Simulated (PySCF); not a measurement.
C₂H₆STe, SMILES CC[Te]S. Coordinates come from a B3LYP-D3(BJ)/def2-SVP optimisation. The structure was generated by enumeration, and PubChem lists no compound with its InChIKey, so it may never have been made. The def2 effective core potentials stand for the cores of Te; spin–orbit coupling is left out. The values are those of a single conformer.

Computed equilibrium geometry at B3LYP-D3(BJ)/def2-SVP (PySCF confirms it by a frequency run) as a Z-matrix (one conformer of several):
```
C
H 1 1.0989
H 1 1.1024 2 107.98
C 1 1.5185 2 112.39 3 124.82
H 4 1.1007 1 111.60 2 -177.50
H 4 1.1010 5 107.98 1 121.98
H 4 1.1040 5 108.18 6 116.42
Te 1 2.1973 2 106.09 3 -110.27
S 8 2.4422 1 96.53 2 -67.22
H 9 1.3557 8 97.17 1 87.31
```
Charge 0, spin multiplicity 1.
